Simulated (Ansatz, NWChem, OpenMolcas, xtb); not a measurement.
**Ligand exchange: BrF + C2H5F → F2 + C2H5Br**

Gas-phase species: BrF, singlet; C2H5F `CCF`, singlet; F2 (fluorine), singlet; C2H5Br `CCBr`, singlet. The partners trade Br for F: F–Br and C–F bonds give way to F–F and C–Br.

Shapes, held fixed at every level: PBE0-D4/def2-TZVP. Programs: Ansatz 0.2.0, NWChem 7.3.0, OpenMolcas 26.06, xtb 6.7.1. A level may come from different programs for different species; with the same settings they agree closely. Electronic energies: no zero-point or thermal term.

| level | kind | ΔE (kJ/mol) |
| --- | --- | --- |
| GFN1-xTB | semi-empirical | +256.7 |
| HF/STO-3G | Hartree–Fock | +49.9 |
| HF/3-21G | Hartree–Fock | +207.8 |
| HF/def2-SVP | Hartree–Fock | +302.5 |
| PBE0/def2-SVP | global hybrid | +257.9 |
| B3LYP/6-31G* (Cartesian functions) | global hybrid | +248.9 |

B3LYP/6-31G* (Cartesian functions) gives ΔE = +248.9 kJ/mol; the levels span +49.9 to +302.5. The median of the levels is +252.8. No measured value is set beside it here. Relativity is left out for Br. B3LYP/6-31G* (Cartesian functions) lies outside the range of the other correlated levels here, so it shouldn't be taken on trust. Rows in sets without polarisation functions are far from converged.
